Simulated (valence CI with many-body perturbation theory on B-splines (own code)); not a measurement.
## Valence orbitals of Sm31+

Calculated by relativistic CI+MBPT: three valence electrons over a frozen Dirac-Fock core [Ar] 3d10, radial functions for each j: 11 s, 11 p, 9 d, 7 f, 5 g, 2 h, 1 i, with the one-electron correlation potential Σ1, the two-electron term Σ2, the three-electron term Σ3, Breit, model QED; selected CI, second order for the rest (own B-spline code, finite nucleus).

The last digits are not significant, and no measured levels were compared; by estimate large intervals hold to a few tenths of a per cent, small ones and those within an open d or f shell to about a per cent.

These are the spectroscopic orbitals of the CI (the correlating ones are not listed), shaped by the core and the other valence electrons. h is the expectation value of the core's Dirac-Fock operator, without the valence repulsion; Σ1 is computed up to l = 3 at one energy for each symmetry, that of its lowest orbital but kept below the first core excitation, so for empty shells it is not the orbital's own correlation shift; Breit and QED include the response of the core.

| Orbital | h (hartree) | Σ1 (cm⁻¹) | Breit (cm⁻¹) | QED (cm⁻¹) | ⟨r⟩ (bohr) |
| --- | --- | --- | --- | --- | --- |
| 4s1/2 | -50.741 | -13378 | 6463 | 4864 | 0.5157 |
| 5s1/2 | -30.029 | -4790 | 2858 | 2186 | 0.8726 |
| 6s1/2 | -19.87 | -2303 | 1480 | 1151 | 1.326 |
| 7s1/2 | -14.124 | -1307 | 876 | 683 | 1.872 |
| 4p1/2 | -48.163 | -13882 | 10116 | -31.0 | 0.5162 |
| 5p1/2 | -28.792 | -5029 | 4499 | -10.5 | 0.8855 |
| 6p1/2 | -19.191 | -2478 | 2398 | -4.7 | 1.348 |
| 7p1/2 | -13.712 | -1423 | 1435 | -2.6 | 1.903 |
| 4p3/2 | -46.707 | -12521 | 6225 | 445 | 0.5336 |
| 5p3/2 | -28.122 | -4693 | 2782 | 203 | 0.9076 |
| 6p3/2 | -18.826 | -2346 | 1583 | 110 | 1.375 |
| 7p3/2 | -13.491 | -1358 | 950 | 66.4 | 1.935 |
| 4d3/2 | -42.585 | -13681 | 4269 | -267 | 0.5271 |
| 5d3/2 | -26.186 | -5162 | 1975 | -118 | 0.9191 |
| 6d3/2 | -17.763 | -2613 | 1082 | -63.6 | 1.403 |
| 4d5/2 | -42.279 | -13191 | 2581 | -89.7 | 0.5318 |
| 5d5/2 | -26.039 | -4984 | 1152 | -36.4 | 0.9249 |
| 6d5/2 | -17.681 | -2524 | 629 | -18.7 | 1.409 |
| 4f5/2 | -37.876 | -12986 | 1394 | -136 | 0.4983 |
| 5f5/2 | -24.101 | -4296 | 637 | -67.2 | 0.9109 |
| 4f7/2 | -37.812 | -12639 | 423 | -81.5 | 0.4999 |
| 5f7/2 | -24.063 | -4177 | 197 | -38.9 | 0.9130 |
| 5g7/2 | -23.179 |  | 41.0 | -12.1 | 0.8403 |
| 5g9/2 | -23.165 |  | -18.4 | -0.3 | 0.8411 |

Among the shells of the start configuration 4s2 4p1, Σ1 is largest in size for 4p1/2, where it is 0.13 % of h.

Lowest root of each symmetry, sizes in configuration state functions:

| J | Parity | Roots | Reference | Variational | Second order | Change by selected CI (cm⁻¹) | Change by second order (cm⁻¹) |
| --- | --- | --- | --- | --- | --- | --- | --- |
| 1/2 | even | 8 | 45 | 6824 | 6414 | -1646 | 0 |
| 3/2 | even | 12 | 74 | 12128 | 20122 | -851 | -1 |
| 5/2 | even | 13 | 79 | 15594 | 25584 | -1495 | -1 |
| 7/2 | even | 8 | 60 | 14496 | 29541 | -2071 | -3 |
| 9/2 | even | 4 | 41 | 10494 | 17536 | -2514 | -3 |
| 1/2 | odd | 7 | 47 | 6349 | 6816 | -1938 | 0 |
| 3/2 | odd | 12 | 77 | 11413 | 12204 | -1890 | 0 |
| 5/2 | odd | 10 | 78 | 12905 | 24865 | -1313 | -1 |
| 7/2 | odd | 6 | 65 | 10717 | 29071 | -1835 | -2 |
| 9/2 | odd | 2 | 43 | 8293 | 19676 | -1176 | -4 |
